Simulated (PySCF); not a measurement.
C₄H₂BF (SMILES C#CB(F)C#C), singlet, at a GFN2-xTB geometry.

The PySCF input:
```python
from pyscf import gto, scf, cc

mol = gto.Mole()
mol.atom = '''
    B     0.32928792   -0.24658179    0.11366006
    C    -1.06064654   -0.84909034    0.01500780
    C    -2.16558263   -1.32045523   -0.06517949
    H    -3.13081133   -1.73278372   -0.13509747
    C     0.56104443    1.22320909   -0.18745508
    C     0.73777808    2.38964296   -0.42765470
    H     0.89272090    3.40874057   -0.63742247
    F     1.35067676   -1.01143186    0.46621205
'''
mol.basis = 'cc-pvdz'
mol.verbose = 4
mol.max_memory = 1800
mol.build()

mf = scf.RHF(mol)
mf.kernel()

mycc = cc.CCSD(mf, frozen=6)
mycc.kernel()
print('E(CCSD) = %.10f' % mycc.e_tot)
```

### Question
Give the SCF-reference HOMO energy at the level CCSD/cc-pVDZ in PySCF.

### Answer
-11.02 eV

### Question
What is the computed SCF-reference Mulliken (on the basis functions themselves) charges in atom order (CCSD/cc-pVDZ)?

### Answer
B1 0.44, C2 -0.04, C3 -0.13, H4 0.05, C5 -0.04, C6 -0.13, H7 0.05, F8 -0.19

### Question
Give the total energy at the level CCSD/cc-pVDZ.

### Answer
-277.5047 Eh
